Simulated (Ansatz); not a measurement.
Geometry optimisation, Ansatz, UKS B3LYP-D4/def2-SVP.

Input file:

```yaml
crystal:
  periodic: [false, false, false]
  atoms:
    - { symbol: W, position_ang: [0.557077, 0.071008, 0.464867] }
    - { symbol: H, position_ang: [-1.093592, -0.516748, 0.660575] }
    - { symbol: F, position_ang: [2.411685, 0.186648, 0.232701] }
    - { symbol: H, position_ang: [-0.303042, 1.470475, 0.081786] }
    - { symbol: H, position_ang: [-1.320409, 0.265839, 0.433726] }
    - { symbol: H, position_ang: [0.021043, -1.523214, 0.317149] }
    - { symbol: H, position_ang: [-0.196028, -0.165488, -1.053568] }
    - { symbol: F, position_ang: [0.053267, 0.211481, 2.302764] }
magnetization:
  spin_polarized: true
  initial_magnetization: 1
basis:
  gaussian: { orbitals: def2-SVP }
hamiltonian:
  xc: b3lyp
  dispersion: d4
relax:
  f_tol: 0.03
  max_steps: 50
output:
  orbitals: {}
```

Command:

```bash
$ ansatz run input.yaml --threads 2 --pin off --max-ram 3072MiB --backend cpu --events-out ev --progress --plain --runs-dir out
```

Question: Where does it end, and by what steps?

Answer: It converged. After 22 steps the energy has fallen by 0.302 eV; H4 moved furthest, 0.51 Å.

```csv
step,energy less start (eV),largest force component (eV/Å),accepted
0,0.0000,1.713,yes
1,-0.1562,0.608,yes
2,-0.2125,0.430,yes
3,-0.2275,0.250,yes
4,-0.2346,0.122,yes
5,-0.2608,0.292,yes
6,-0.2596,0.221,no
7,-0.2789,0.129,yes
8,-0.2808,0.240,yes
9,-0.2839,0.085,yes
10,-0.2860,0.050,yes
11,-0.2865,0.047,yes
12,-0.2872,0.042,yes
13,-0.2880,0.061,yes
14,-0.2896,0.412,yes
15,-0.2917,0.156,yes
16,-0.2692,0.996,no
17,-0.2991,0.176,yes
18,-0.2971,0.115,no
19,-0.3013,0.039,yes
20,-0.3017,0.062,yes
21,-0.3023,0.035,yes
22,-0.3024,0.010,yes
```

```xyz
8
Properties=species:S:1:pos:R:3
W 0.536 0.069 0.557
H -1.453 -0.526 0.738
F 2.381 0.244 0.339
H 0.019 1.422 -0.311
H -1.537 0.255 0.658
H 0.333 -1.506 -0.019
H -0.275 -0.166 -0.920
F 0.126 0.209 2.398
```

Whether the end is a true minimum wasn't checked by a vibrational analysis.

Time of the run: 85 s on 2 threads of Arm Neoverse V1, on a shared host, peak memory 0.22 GiB.
